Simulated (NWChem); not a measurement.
Molecule: CH5BFN; SMILES FBNC

```xyz
9

B     -0.4467    -0.6825     0.0000
F      0.1220    -1.9013     0.0000
H     -1.6395    -0.5938     0.0000
N      0.3653     0.4531     0.0000
C     -0.0845     1.8349     0.0000
H      1.3718     0.3295     0.0000
H      0.2654     2.3766    -0.8886
H      0.2654     2.3766     0.8886
H     -1.1772     1.8537     0.0000
```
Atoms are numbered in this order, from 1.

Program: NWChem. Pople sets run with spherical d functions. Coordinates come from a B3LYP/6-31G* (spherical d) optimisation. Total energies compare along this basis series because the functional is fixed.

```
level                    basis functions  energy (Ha)  highest occupied level (eV)  orbital gap (eV)  dipole (D)
-----------------------  ---------------  -----------  ---------------------------  ----------------  ----------
Hartree-Fock/STO-3G                   25    -216.5624                        -8.93             18.59        1.76
Hartree-Fock/3-21G                    46    -218.2616                       -10.92             16.43           ?
Hartree-Fock/6-31G*                   66    -219.4430                       -10.93             16.47        2.41
Hartree-Fock/6-31+G*                  82    -219.4524                       -11.08             12.79        2.56
Hartree-Fock/6-311G**                102    -219.5062                       -11.04             15.26        2.55
Hartree-Fock/6-311++G**              123    -219.5109                       -11.10             12.13        2.59
```

Task: Some entries are withheld; supply them.

Result: 
- Hartree-Fock/3-21G, dipole (D): 2.74
